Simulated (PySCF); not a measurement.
SiFI₃, SMILES [Si](I)(F)(I)I. Atoms are numbered in the order given.

```xyz
5

F      0.0000     0.0000     2.1778
Si     0.0000     0.0000     0.5602
I      2.0188     1.1655    -0.1726
I      0.0000    -2.3311    -0.1726
I     -2.0188     1.1655    -0.1726
```
Charge 0, spin multiplicity 1.

Geometry optimised at B3LYP-D3(BJ)/def2-SVP. The def2 effective core potentials stand for the cores of I; spin–orbit coupling is left out.

Calculation: B3LYP-D3(BJ)/def2-SVP (PySCF).

Frequencies are harmonic and unscaled.

Modes within 1.5 cm⁻¹ of each other (mostly degenerate sets) share a row, with their intensities summed.

Computed normal modes with their intensities:
| mode | ν (cm⁻¹) | IR (km/mol) | Raman (Å⁴/amu) | depolarisation | moving atoms (share of kinetic energy) |
|---|---|---|---|---|---|
| 1–2 | 73 | 0.1 | 7.1 | 0.75 | I 90 % |
| 3 | 117 | 0.1 | 7.2 | 0.25 | I 75 %, Si 15 %, F 10 % |
| 4–5 | 188 | 8.2 | 4.7 | 0.75 | F 79 %, I 21 % |
| 6 | 237 | 1.1 | 9.9 | 0.00 | Si 36 %, I 36 %, F 28 % |
| 7–8 | 436 | 371.1 | 2.0 | 0.75 | Si 89 %, I 9 % |
| 9 | 902 | 103.7 | 2.3 | 0.05 | F 58 %, Si 42 % |
